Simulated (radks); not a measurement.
The numbers below are computed, except where a source is named.
Problem. The table gives one normalised radial function P(r) = r R(r) of In2+ in [Kr] 4d10 5s1 (r in bohr). Code: a radial shooting solver on a logarithmic mesh with Libxc functionals. Model: non-relativistic Kohn-Sham, PBE, spin-polarised, spherical densities, point nucleus; open shells are filled with parallel spins first (spin-orbit coupling, left out, can overturn this in heavy ions); relativity is left out, which matters for an element this heavy.

r,P
0.001802,0.0000
0.002385,0.0000
0.00318,0.0000
0.004208,0.0001
0.005613,0.0002
0.007426,0.0004
0.009905,0.0010
0.01311,0.0023
0.01748,0.0050
0.02313,0.0106
0.03085,0.0222
0.04081,0.0442
0.054,0.0839
0.07203,0.1524
0.0953,0.2515
0.1271,0.3784
0.1682,0.4893
0.2243,0.5167
0.2968,0.3751
0.3958,0.0206
0.5238,-0.4464
0.6986,-0.8580
0.9243,-1.0084
1.233,-0.8764
1.631,-0.5976
2.158,-0.3207
2.879,-0.1264
3.809,-0.0349
5.08,-0.0055
6.721,-0.0005

Which n and l does it have? It may be an empty orbital.

Solution. n = 4, l = 2: the number of nodes gives n - l - 1 = 1, the rise at small r (about r^(l+1)) gives l, and the extent must fit the shell. The curve is that of 4d down; the table hardly tells the two spins apart. 4d down: eigenvalue -37.215 eV, 1 radial node at r = 0.401 bohr, <r> = 1.15 bohr, 90 % of the charge inside 1.79 bohr.
